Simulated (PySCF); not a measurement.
Cu, charge -1, singlet (in this run its highest filled SCF level lies above zero, so its values depend strongly on the basis, on diffuse functions most of all). Base run: CASSCF(2,2)/6-31G* in PySCF.

The PySCF input:
```python
from pyscf import gto, scf, mcscf
import numpy

mol = gto.M(
    atom='''
Cu    0.000000    0.000000    0.000000
''',
    basis='6-31g*',
    charge=-1,
    spin=0,
    verbose=4,
)

mf = scf.RHF(mol)
mf.kernel()
mc = mcscf.CASSCF(mf, 2, 2)
mc.fix_spin_(ss=0.0)
mc.kernel()
occ = numpy.linalg.eigvalsh(mc.fcisolver.make_rdm1(mc.ci, mc.ncas, mc.nelecas))[::-1]
ss = mc.fcisolver.spin_square(mc.ci, mc.ncas, mc.nelecas)[0]
print('natural occupations', occ.round(4), ' <S^2>', round(ss, 4))
```

Each row names what was changed in the base input (with any setting that the change needs).

```json
[
 {"change": "base", "ΔE vs base (kcal/mol)": "0.000", "natural occupations": "1.89 0.11", "<S^2> of the state": "0.00"},
 {"change": "orbitals = fixed (CASCI); correction = SC-NEVPT2", "ΔE vs base (kcal/mol)": "-203.3", "natural occupations": "1.91 0.09", "<S^2> of the state": "0.00"},
 {"change": "correction = SC-NEVPT2", "ΔE vs base (kcal/mol)": "-203.9", "natural occupations": "1.89 0.11", "<S^2> of the state": "0.00"},
 {"change": "start = MP2 natural orbitals", "ΔE vs base (kcal/mol)": "0.000", "natural occupations": "1.89 0.11", "<S^2> of the state": "0.00"},
 {"change": "conv_tol = 1e-5", "ΔE vs base (kcal/mol)": "0.000", "natural occupations": "1.89 0.11", "<S^2> of the state": "0.00"},
 {"change": "orbitals = fixed (CASCI)", "ΔE vs base (kcal/mol)": "2.31", "natural occupations": "1.91 0.09", "<S^2> of the state": "0.00"},
 {"change": "active space = 6 electrons, 4 orbitals", "ΔE vs base (kcal/mol)": "-0.002", "natural occupations": "2.00 2.00 1.89 0.11", "<S^2> of the state": "0.00"},
 {"change": "fix_spin_ = off", "ΔE vs base (kcal/mol)": "0.000", "natural occupations": "1.89 0.11", "<S^2> of the state": "0.00"},
 {"change": "state_average = 2 states", "ΔE vs base (kcal/mol)": "2.99", "natural occupations": "-", "<S^2> of the state": "-"},
 {"change": "solver = newton", "ΔE vs base (kcal/mol)": "0.000", "natural occupations": "1.89 0.11", "<S^2> of the state": "0.00"},
 {"change": "active space = 8 electrons, 7 orbitals", "ΔE vs base (kcal/mol)": "-11.54", "natural occupations": "2.00 2.00 2.00 1.80 0.07 0.07 0.07", "<S^2> of the state": "0.00"}
]
```

Active orbitals are taken around the Fermi level unless the row says otherwise; CASSCF can end in different local minima, and two programs can end on different orbitals. State-averaged rows give the lowest state.
